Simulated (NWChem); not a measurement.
System: MgH$_{12}$O$_{6}$ (charge +2); SMILES [OH2]->[Mg+2](<-[OH2])(<-[OH2])(<-[OH2])(<-[OH2])<-[OH2]

NWChem input:

```
start job
memory heap 200 mb stack 900 mb global 1100 mb
charge 2
geometry units angstroms noautosym nocenter noautoz
  Mg    -0.000301     0.000460     0.000942
  O     -0.667774     1.379923     1.424420
  H     -1.560411     1.446811     1.792045
  H     -0.148755     2.081752     1.842028
  O      1.910584     0.848391     0.071285
  H      2.635833     0.594345     0.659407
  H      2.244141     1.575857    -0.472663
  O     -0.532379     1.322071    -1.530699
  H     -0.432369     1.179118    -2.482537
  H     -0.927369     2.199462    -1.427705
  O      0.530204    -1.320233     1.534071
  H      0.431228    -1.173464     2.485444
  H      0.926014    -2.197602     1.434055
  O     -1.910433    -0.849902    -0.067586
  H     -2.638145    -0.599838    -0.654382
  H     -2.241432    -1.573886     0.482634
  O      0.664882    -1.381023    -1.422088
  H      0.140331    -2.077295    -1.842188
  H      1.556212    -1.451309    -1.792245
end
basis spherical
  * library def2-svp
end
dft
  xc b3lyp
  iterations 150
end
tddft
  cis
  nroots 6
  notriplet
end
task tddft energy
```

Excerpt of the output:

```
             Northwest Computational Chemistry Package (NWChem) 7.3.0
             --------------------------------------------------------

                             Geometry "geometry" -> ""
                             -------------------------

 Output coordinates in angstroms (scale by  1.889725989 to convert to a.u.)

  No.       Tag          Charge          X              Y              Z
 ---- ---------------- ---------- -------------- -------------- --------------
    1 Mg                  12.0000    -0.00030100     0.00046000     0.00094200
    2 O                    8.0000    -0.66777400     1.37992300     1.42442000
    3 H                    1.0000    -1.56041100     1.44681100     1.79204500
    4 H                    1.0000    -0.14875500     2.08175200     1.84202800
    5 O                    8.0000     1.91058400     0.84839100     0.07128500
    6 H                    1.0000     2.63583300     0.59434500     0.65940700
    7 H                    1.0000     2.24414100     1.57585700    -0.47266300
    8 O                    8.0000    -0.53237900     1.32207100    -1.53069900
    9 H                    1.0000    -0.43236900     1.17911800    -2.48253700
   10 H                    1.0000    -0.92736900     2.19946200    -1.42770500
   11 O                    8.0000     0.53020400    -1.32023300     1.53407100
   12 H                    1.0000     0.43122800    -1.17346400     2.48544400
   13 H                    1.0000     0.92601400    -2.19760200     1.43405500
   14 O                    8.0000    -1.91043300    -0.84990200    -0.06758600
   15 H                    1.0000    -2.63814500    -0.59983800    -0.65438200
   16 H                    1.0000    -2.24143200    -1.57388600     0.48263400
   17 O                    8.0000     0.66488200    -1.38102300    -1.42208800
   18 H                    1.0000     0.14033100    -2.07729500    -1.84218800
   19 H                    1.0000     1.55621200    -1.45130900    -1.79224500

 Effective nuclear repulsion energy (a.u.)     466.8505682540

                                 NWChem DFT Module
                                 -----------------

 Summary of "ao basis" -> "ao basis" (spherical)
 ------------------------------------------------------------------------------
       Tag                 Description            Shells   Functions and Types
 ---------------- ------------------------------  ------  ---------------------
 Mg                         def2-svp                 8       18   4s3p1d
 O                          def2-svp                 6       14   3s2p1d
 H                          def2-svp                 3        5   2s1p

            General Information
            -------------------
          SCF calculation type: DFT
          Wavefunction type:  closed shell.
          No. of atoms     :    19
          No. of electrons :    70
           Alpha electrons :    35
            Beta electrons :    35
          Charge           :     2
          Spin multiplicity:     1
          Use of symmetry is: off; symmetry adaption is: off
          Maximum number of iterations: 150
          AO basis - number of functions:   162
                     number of shells:    80
          Convergence on energy requested:  1.00D-06
          Convergence on density requested:  1.00D-05
          Convergence on gradient requested:  5.00D-04

              XC Information
              --------------
                         B3LYP Method XC Potential
                     Hartree-Fock (Exact) Exchange  0.200
                        Slater Exchange Functional  0.800 local
                    Becke 1988 Exchange Functional  0.720 non-local
              Lee-Yang-Parr Correlation Functional  0.810
                  VWN I RPA Correlation Functional  0.190 local

             Grid Information
             ----------------
          Grid used for XC integration:  medium
          Radial quadrature: Mura-Knowles
          Angular quadrature: Lebedev.
          Tag              B.-S. Rad. Rad. Pts. Rad. Cut. Ang. Pts.
          ---              ---------- --------- --------- ---------
          Mg                  1.50       88           9.0       590
          O                   0.60       49          12.0       434
          H                   0.35       45          13.0       434
          Grid pruning is: on
          Number of quadrature shells:   922
          Spatial weights used:  Erf1

      Superposition of Atomic Density Guess
      -------------------------------------

 Sum of atomic energies:        -653.67308200

 Renormalizing density from      72.00 to     70

      Non-variational initial energy
      ------------------------------

 Total energy =    -643.765619
 1-e energy   =   -1780.613971
 2-e energy   =     669.997784
 HOMO         =      -0.999183
 LUMO         =      -0.453427

   convergence    iter        energy       DeltaE   RMS-Dens  Diis-err
 ---------------- ----- ----------------- --------- --------- ---------
 d= 0,ls=0.0,diis     1   -657.3379395172 -1.12D+03  1.86D-02  6.22D+00
 d= 0,ls=0.0,diis     2   -656.8718363792  4.66D-01  1.10D-02  1.14D+01
 d= 0,ls=0.0,diis     3   -657.9137556963 -1.04D+00  9.08D-04  6.27D-02
 d= 0,ls=0.0,diis     4   -657.9194147115 -5.66D-03  1.93D-04  1.63D-03
 d= 0,ls=0.0,diis     5   -657.9195828608 -1.68D-04  1.36D-05  9.19D-06
 d= 0,ls=0.0,diis     6   -657.9195837147 -8.54D-07  1.85D-06  1.96D-07

         Total DFT energy =     -657.919583714724
      One electron energy =    -1816.825125108067
           Coulomb energy =      764.211183256854
    Exchange-Corr. energy =      -72.156210117547
 Nuclear repulsion energy =      466.850568254037

 Numeric. integr. density =       69.999985036076

                       DFT Final Molecular Orbital Analysis
                       ------------------------------------

 Vector   33  Occ=2.000000D+00  E=-6.520562D-01
              MO Center=  2.2D-02,  3.8D-02, -8.0D-02, r^2= 5.1D+00
   Bfn.  Coefficient  Atom+Function         Bfn.  Coefficient  Atom+Function
  ----- ------------  ---------------      ----- ------------  ---------------
    70      0.246599   8 O  px               47      0.242229   5 O  py
    48      0.241194   5 O  pz              119      0.238741  14 O  py
   120      0.231815  14 O  pz               94      0.220160  11 O  px
    73      0.178535   8 O  px               50      0.173794   5 O  py
    51      0.174290   5 O  pz              122      0.171355  14 O  py

[...]

                                NWChem TDDFT Module
                                -------------------

            General Information
            -------------------
           No. of orbitals :     324
            Alpha orbitals :     162
             Beta orbitals :     162
        Alpha frozen cores :       0
         Beta frozen cores :       0
     Alpha frozen virtuals :       0
      Beta frozen virtuals :       0
         Spin multiplicity :       1
    Number of AO functions :     162
        Use of symmetry is : off
      Symmetry adaption is : off
         Schwarz screening :  0.10D-07

              XC Information
              --------------
                  B3LYP Method XC Potential
              Hartree-Fock (Exact) Exchange   0.20
                 Slater Exchange Functional   0.80 local
             Becke 1988 Exchange Functional   0.72 non-local
       Lee-Yang-Parr Correlation Functional   0.81
           VWN I RPA Correlation Functional   0.19 local

             TDDFT Information
             -----------------
          Calculation type : Tamm-Dancoff TDDFT
         Wavefunction type : Restricted singlets
          No. of electrons :      70
           Alpha electrons :      35
            Beta electrons :      35
              No. of roots :       6
          Max subspacesize :    5200
            Max iterations :     100
               Target root :       1
           Target symmetry : none
      Symmetry restriction : off
                 Algorithm : Optimal
        Davidson threshold :  0.10D-03

    6 smallest eigenvalue differences (eV)
--------------------------------------------------------
  No. Spin  Occ  Vir  Irrep   E(Occ)    E(Vir)   E(Diff)
--------------------------------------------------------
    1    1   35   36 a        -0.652    -0.300     9.589
    2    1   34   36 a        -0.652    -0.300     9.590
    3    1   33   36 a        -0.652    -0.300     9.591
    4    1   32   36 a        -0.653    -0.300     9.622
    5    1   31   36 a        -0.653    -0.300     9.623
    6    1   30   36 a        -0.653    -0.300     9.624
--------------------------------------------------------

  Entering Davidson iterations
  Restricted singlet excited states

  Iter   NTrls   NConv    DeltaV     DeltaE      Time
  ----  ------  ------  ---------  ---------  ---------
    1      6       0     0.28E-01   0.10+100       42.6
    2     12       0     0.19E-01   0.24E-02       42.3
    3     18       0     0.74E-02   0.40E-03       41.1
    4     24       0     0.17E-02   0.55E-04       41.2
    5     30       0     0.31E-03   0.33E-05       41.2
    6     36       6     0.45E-04   0.76E-07       41.7
  ----  ------  ------  ---------  ---------  ---------
  Convergence criterion met

  Ground state a        -657.919583714724 a.u.

  ----------------------------------------------------------------------------
  Root   1 singlet a              0.318193130 a.u.                8.6585 eV
  ----------------------------------------------------------------------------
     Transition Moments    X -0.04611   Y -0.10623   Z -0.01990
     Dipole Oscillator Strength                    0.0029288502
     Electric Quadrupole                           0.0000004147
     Magnetic Dipole                               0.0000051502
     Total Oscillator Strength                     0.0029344151

     Occ.   30  a   ---  Virt.   36  a        0.06275
     Occ.   31  a   ---  Virt.   36  a        0.17908
     Occ.   32  a   ---  Virt.   36  a        0.93306
     Occ.   33  a   ---  Virt.   36  a        0.20390
     Occ.   33  a   ---  Virt.   38  a       -0.10302
     Occ.   34  a   ---  Virt.   37  a        0.11138
     Occ.   34  a   ---  Virt.   39  a       -0.06201
     Occ.   35  a   ---  Virt.   36  a        0.05585
     Occ.   35  a   ---  Virt.   39  a        0.10618
  ----------------------------------------------------------------------------
  Root   2 singlet a              0.318208643 a.u.                8.6589 eV
  ----------------------------------------------------------------------------
     Transition Moments    X  0.16438   Y -0.17389   Z  0.05362
     Dipole Oscillator Strength                    0.0127568383
     Electric Quadrupole                           0.0000003673
     Magnetic Dipole                               0.0000045560
     Total Oscillator Strength                     0.0127617615

     Occ.   30  a   ---  Virt.   36  a        0.45433
     Occ.   31  a   ---  Virt.   36  a        0.72205
     Occ.   32  a   ---  Virt.   36  a       -0.20778
     Occ.   33  a   ---  Virt.   36  a        0.18848
     Occ.   33  a   ---  Virt.   37  a        0.09145
     Occ.   33  a   ---  Virt.   39  a        0.10010
     Occ.   34  a   ---  Virt.   36  a       -0.37557
     Occ.   35  a   ---  Virt.   36  a       -0.06707
     Occ.   35  a   ---  Virt.   38  a       -0.10644
  ----------------------------------------------------------------------------
  Root   3 singlet a              0.318230037 a.u.                8.6595 eV
  ----------------------------------------------------------------------------
     Transition Moments    X -0.03308   Y  0.07401   Z -0.25825
     Dipole Oscillator Strength                    0.0155429837
     Electric Quadrupole                           0.0000003549
     Magnetic Dipole                               0.0000043834
     Total Oscillator Strength                     0.0155477220

     Occ.   30  a   ---  Virt.   36  a       -0.66817
     Occ.   31  a   ---  Virt.   36  a        0.54338
     Occ.   33  a   ---  Virt.   37  a        0.05367
     Occ.   33  a   ---  Virt.   38  a       -0.06788
     Occ.   34  a   ---  Virt.   36  a        0.33964
     Occ.   34  a   ---  Virt.   38  a       -0.07533
     Occ.   34  a   ---  Virt.   39  a        0.10567
     Occ.   35  a   ---  Virt.   36  a       -0.30165
     Occ.   35  a   ---  Virt.   37  a        0.09160
     Occ.   35  a   ---  Virt.   38  a       -0.05016
  ----------------------------------------------------------------------------
  Root   4 singlet a              0.318306481 a.u.                8.6616 eV
  ----------------------------------------------------------------------------
     Transition Moments    X -0.45997   Y -0.08061   Z  0.41500
     Dipole Oscillator Strength                    0.0828230195
     Electric Quadrupole                           0.0000000320
     Magnetic Dipole                               0.0000003880
     Total Oscillator Strength                     0.0828234395

     Occ.   30  a   ---  Virt.   36  a       -0.16150
     Occ.   30  a   ---  Virt.   37  a       -0.08042
     Occ.   31  a   ---  Virt.   36  a        0.21675
     Occ.   31  a   ---  Virt.   38  a       -0.11431
     Occ.   32  a   ---  Virt.   36  a       -0.09501
     Occ.   32  a   ---  Virt.   39  a        0.10325
     Occ.   34  a   ---  Virt.   36  a        0.13301
     Occ.   35  a   ---  Virt.   36  a        0.92487
  ----------------------------------------------------------------------------
  Root   5 singlet a              0.318393374 a.u.                8.6639 eV
  ----------------------------------------------------------------------------
     Transition Moments    X  0.29994   Y  0.41055   Z  0.37054
     Dipole Oscillator Strength                    0.0840157810
     Electric Quadrupole                           0.0000000274
     Magnetic Dipole                               0.0000003292
     Total Oscillator Strength                     0.0840161375

     Occ.   30  a   ---  Virt.   36  a       -0.15747
     Occ.   30  a   ---  Virt.   38  a       -0.08528
     Occ.   31  a   ---  Virt.   36  a        0.16178
     Occ.   31  a   ---  Virt.   37  a       -0.09629
     Occ.   31  a   ---  Virt.   38  a        0.06047
     Occ.   31  a   ---  Virt.   39  a       -0.06308
     Occ.   32  a   ---  Virt.   36  a        0.15882
     Occ.   32  a   ---  Virt.   38  a        0.08381
     Occ.   33  a   ---  Virt.   36  a       -0.84706
     Occ.   34  a   ---  Virt.   36  a       -0.40121
  ----------------------------------------------------------------------------
  Root   6 singlet a              0.318420465 a.u.                8.6647 eV
  ----------------------------------------------------------------------------
     Transition Moments    X -0.30050   Y  0.44683   Z -0.20625
     Dipole Oscillator Strength                    0.0705820581
     Electric Quadrupole                           0.0000000936
     Magnetic Dipole                               0.0000011380
     Total Oscillator Strength                     0.0705832897

     Occ.   30  a   ---  Virt.   36  a        0.49327
     Occ.   30  a   ---  Virt.   37  a        0.05421
     Occ.   30  a   ---  Virt.   39  a       -0.11421
     Occ.   31  a   ---  Virt.   36  a        0.17085
     Occ.   31  a   ---  Virt.   38  a       -0.05211
     Occ.   32  a   ---  Virt.   37  a        0.09227
     Occ.   33  a   ---  Virt.   36  a       -0.39896
     Occ.   34  a   ---  Virt.   36  a        0.72284

              Target root =      1
          Target symmetry = none
      Ground state energy =   -657.919583714724
        Excitation energy =      0.318193129856
     Excited state energy =   -657.601390584867

  stored tddft:energy   -657.60139058486720
```

Level: B3LYP/def2-SVP, TDA. Geometry: optimised at PBE0/def2-SVP. Not confirmed as a minimum by frequencies. B3LYP is NWChem's, with the RPA form of VWN correlation.
